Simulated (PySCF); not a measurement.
How methods differ on the fine-structure interval of Ba³⁷⁺

Ba³⁷⁺ [Ar] 3d1 [3d3/2^1, M_J = 3/2] → Ba³⁷⁺ [Ar] 3d1 [3d5/2^1, M_J = 5/2], as a difference of total energies. All numbers are calculated (PySCF 2.14, the two-component X2C-1e Hamiltonian, in an even-tempered Gaussian basis (16 s from 7.3 bohr⁻², ratio 2.8; 12 p from 9.5 bohr⁻², ratio 2.8; 8 d from 9.5 bohr⁻², ratio 2.8; 3 f from 29 bohr⁻², ratio 3)). Correlated levels: [Ne] frozen; the 74 highest virtual spinors dropped. "Screened" scales the spin-orbit matrix elements by Boettger's factors to mimic the two-electron term; Breit and QED terms are absent.

| method | fine-structure interval (cm⁻¹) |
| --- | --- |
| GHF (screened spin-orbit) | 164050 |
| GMP2 (screened spin-orbit) | 164120 |
| GHF (bare spin-orbit) | 199890 |
